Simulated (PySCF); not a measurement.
N (SMILES [N]), quartet.

Input for PySCF:
```python
from pyscf import gto, scf, mp

mol = gto.Mole()
mol.atom = '''
    N     0.000000    0.000000    0.000000
'''
mol.basis = '6-311g**'
mol.charge = 0
mol.spin = 3
mol.verbose = 4
mol.build()

mf = scf.UHF(mol)
mf.kernel()

pt = mp.MP2(mf, frozen=1)
pt.kernel()
print('E(MP2) = %.10f' % pt.e_tot)
```

Q: What does this run give for the SCF-reference HOMO energy, number of basis functions, SCF-reference <S^2>?

A: 
* **SCF-reference HOMO energy**: -15.46 eV
* **number of basis functions**: 18
* **SCF-reference <S^2>**: 3.756

These values belong to the state on which the SCF converged, which isn't shown to be the lowest.
